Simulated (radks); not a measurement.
The tellurium ion Te+, 51 electrons, occupied as [Kr] 4d10 5s2 5p3.

Method: Dirac Kohn-Sham, PBE, spin-unpolarised, spherical densities, point nucleus; open shells are shared between the two j in proportion to 2j + 1; speed of light set to 102.777 atomic units (0.75 times the physical value, a model run); computed with a radial shooting solver on a logarithmic mesh with Libxc functionals.

Energy parts (Ry):
total: -13919.56890
kinetic: 15508.89198
electron-nucleus: -34520.98721
Hartree: 5453.84420
exchange-correlation: -361.31787

Orbitals (lengths in bohr, moments of r in powers of bohr; r(90%) holds 90 % of the orbital's charge):
| orbital | occ. | eigenvalue (Ry) | <r> | r(90%) | <1/r> | small-component weight |
|---|---|---|---|---|---|---|
| 1s1/2 | 2 | -2403.647 | 0.02661 | 0.0483 | 59.57 | 6.73e-02 |
| 2s1/2 | 2 | -376.7194 | 0.1140 | 0.178 | 14.07 | 1.45e-02 |
| 2p1/2 | 2 | -352.4571 | 0.09543 | 0.158 | 14.01 | 1.46e-02 |
| 2p3/2 | 4 | -313.7233 | 0.1057 | 0.172 | 12.08 | 1.33e-02 |
| 3s1/2 | 2 | -75.67483 | 0.3103 | 0.458 | 4.906 | 4.27e-03 |
| 3p1/2 | 2 | -65.85603 | 0.3005 | 0.454 | 4.799 | 4.16e-03 |
| 3p3/2 | 4 | -58.59030 | 0.3217 | 0.484 | 4.324 | 3.80e-03 |
| 3d3/2 | 4 | -42.07102 | 0.2930 | 0.462 | 4.164 | 3.59e-03 |
| 3d5/2 | 6 | -40.67661 | 0.2995 | 0.471 | 4.054 | 3.49e-03 |
| 4s1/2 | 2 | -13.56550 | 0.7398 | 1.07 | 1.929 | 1.20e-03 |
| 4p1/2 | 2 | -10.19773 | 0.7749 | 1.14 | 1.808 | 1.09e-03 |
| 4p3/2 | 4 | -8.81459 | 0.8277 | 1.21 | 1.657 | 9.77e-04 |
| 4d3/2 | 4 | -3.71143 | 0.9648 | 1.48 | 1.384 | 7.18e-04 |
| 4d5/2 | 6 | -3.52151 | 0.9869 | 1.52 | 1.349 | 6.91e-04 |
| 5s1/2 | 2 | -1.81064 | 1.965 | 2.87 | 0.6681 | 2.01e-04 |
| 5p1/2 | 1 | -1.09646 | 2.341 | 3.48 | 0.5536 | 1.40e-04 |
| 5p3/2 | 2 | -0.96490 | 2.526 | 3.76 | 0.5079 | 1.20e-04 |

The highest occupied level is 5p3/2 at -13.128 eV. The density falls to 0.001 e/bohr^3 at r = 4.23 bohr.
